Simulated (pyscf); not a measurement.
7 group-13 steps of one kind (hydrogen shift, radical): reaction energy in eV, from the separated reactants or the lowest minimum found. Optimised with ωB97X-D3(BJ)/def2-SVP in PySCF. Functionals in def2-TZVP; the last column is ωB97M-D3(BJ)/def2-TZVP. Rows were drawn at random from the steps of this kind and element class whose saddle was verified and whose references are stable.

```
step                             PBE  r²SCAN  M06-2X  ωB97M-D3(BJ)
-----------------------------  -----  ------  ------  ------------
•H₂C–InH–OH → [H₃C–In–OH]•     -1.69   -1.52   -1.68         -1.54
•H₂C–AlH₂ → [H₃C–AlH]•         -0.84   -0.68   -0.80         -0.63
•O–AlH₂ -> [HO–AlH]•           -1.70   -1.60   -1.73         -1.49
H₃C–GaH–O• -> [H₃C–Ga–OH]•     -1.66   -1.55   -1.77         -1.59
H₃C–InH–O• → [H₃C–In–OH]•      -2.17   -2.04   -2.23         -2.01
•H₂C–GaH–OH → [H₃C–Ga–OH]•     -1.15   -0.96   -1.12         -1.04
•H₂C–InH–CH₃ -> [H₃C–In–CH₃]•  -1.50   -1.34   -1.53         -1.38
```

Differences from the last column (eV): PBE: mean -0.15, median -0.15, mean size 0.15, lower in 7 of 7; r²SCAN: mean 0.00, median +0.02, mean size 0.06, lower in 3 of 7; M06-2X: mean -0.17, median -0.17, mean size 0.17, lower in 7 of 7. PBE is closest for row 4 (0.07 eV apart) and farthest for row 2 (0.22 eV). PBE, r²SCAN and M06-2X carry no added dispersion term. The last column is a level with limits of its own. Elements up to Kr have no core potential and no relativistic terms here. Elements past Kr carry the def2 core potentials, without spin-orbit coupling.
